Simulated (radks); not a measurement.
Species: Pd3+. Configuration: [Kr] 4d7.

Calculated with a radial shooting solver on a logarithmic mesh with Libxc functionals: scalar-relativistic Kohn-Sham, r2SCAN, spin-unpolarised, spherical densities, finite nucleus; meta-GGA in the generalised Kohn-Sham scheme; Fermi nuclear charge, rms radius 4.5318 fm.

Energy parts (hartree):
total: -5044.12495
kinetic: 5232.25465
electron-nucleus: -12124.17963
Hartree: 1990.85448
exchange-correlation: -143.05444

Orbitals (lengths in bohr, moments of r in powers of bohr; r(90%) holds 90 % of the orbital's charge):
orbital	occ.	eigenvalue (hartree)	r(90%)
1s	2	-891.3929	0.0571
2s	2	-131.9684	0.214
2p	6	-118.3726	0.196
3s	2	-25.26272	0.557
3p	6	-20.75605	0.569
3d	10	-13.61748	0.566
4s	2	-4.72711	1.36
4p	6	-3.42290	1.51
4d	7	-1.53568	2.01

The highest occupied level is 4d at -41.788 eV. Summed over all electrons, <r^2> = 26.14 bohr^2, which gives a Langevin (diamagnetic) susceptibility term of -20.7 x 10^-6 cm^3/mol. For comparison, the ionisation energy in NIST's Atomic Spectra Database is 46 eV (theoretical). In exact Kohn-Sham theory the highest level is minus the ionisation energy, but local and semilocal functionals leave it too shallow, through self-interaction and a potential that decays too fast; potentials with the right tail come closer. The electron density at the nucleus is 1.359e+05 e/bohr^3 (large components only).

Beside tabulated values, note that spin-unpolarised runs miss the spin-polarisation part of the exchange energy of open shells.
